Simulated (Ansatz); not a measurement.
Frontier orbitals of C2H9AlSi (`[CH3][AlH][SiH2]C`).

The species carries charge 0 and has multiplicity 1. Geometry: relaxed with PBE0-D4/def2-TZVP. It is one conformer, not always the lowest. Basis def2-TZVPP, Ansatz 0.2.0.

```tsv
functional	HOMO (eV)	LUMO (eV)	gap (eV)
PBE	-5.96	-2.35	3.61
revPBE	-5.92	-2.25	3.67
PBE0	-7.03	-1.60	5.43
r2SCANh	-6.58	-1.85	4.73
r2SCAN0	-7.18	-1.47	5.71
HSE06 (plane-wave form)	-6.64	-1.97	4.67
ωB97M-V	-9.03	0.01	9.04
```

Against PBE, PBE0 changes HOMO and LUMO by −1.07 and +0.75 eV, ωB97M-V by −3.07 and +2.36 eV. A gap of 3.61 eV thus becomes 9.04 eV for the same molecule, so an orbital gap means little without its functional. A positive LUMO is unbound and depends on the basis.
